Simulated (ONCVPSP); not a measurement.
**antimony: one change to an ONCV potential, before and after**

```
Element                 : antimony (Sb)
Generator               : ONCVPSP 4.0.1
Type                    : optimised norm-conserving Vanderbilt (ONCV)
Functional              : LDA (Perdew-Wang 92)
Relativity              : scalar-relativistic
Frozen core             : [Kr] 4d10
Valence charge          : 5
Reference configuration : 5s2 5p3
Partial waves           : 5s: rc 1.95 bohr, ncon 4, nbas 8, qcut 3.3 1/bohr, local; 5p: rc 2.15 bohr, ncon 4, nbas 7, qcut 3.6 1/bohr, 1 projector
Local potential         : the s channel
Core correction         : none
```

Change: all radii scaled by about 1.25 (s 2.44, p 2.68 bohr).

Cutoffs: the cutoffs (Ha) at which the residual kinetic energy of the hardest occupied pseudo-wave falls to 1 and 0.1 mHa per electron; they do not see the model core or the augmentation charge, which bear on the density cutoff. Errors are all-electron minus pseudo energies relative to the spin-unpolarised reference configuration.

**Question.** What does the change do?

**Answer.** The potential gets softer (12 Ha and 41 Ha → 5.5 Ha and 25 Ha); of the 4 tests that both files solve, the error grows in 2 and shrinks in 1 by more than 15 % and 0.3 meV (median size 22.9 → 24.6 meV); neither file shows a bound ghost. A larger radius leaves more room for a smooth pseudo-wave, so fewer plane waves are needed.

```tsv
quantity	base	changed
cutoff, loose	12 Ha	5.5 Ha
cutoff, tight	41 Ha	25 Ha
loose cutoff by channel	s 12 Ha, p 6.3 Ha	s 5.5 Ha, p 4.7 Ha
bound ghosts	none	none
GHOST(+) flags under 300 eV	none	none
error for 5s2 5p2, meV [ΔE 8.51 eV]	+3.4	+5.4
error for 5s2 5p1, meV [ΔE 24.76 eV]	+30	+38
error for 5s2 5p0, meV [ΔE 49.54 eV]	+122	+138
error for 5s1 5p3, meV [ΔE 17.34 eV]	+16	+11
```
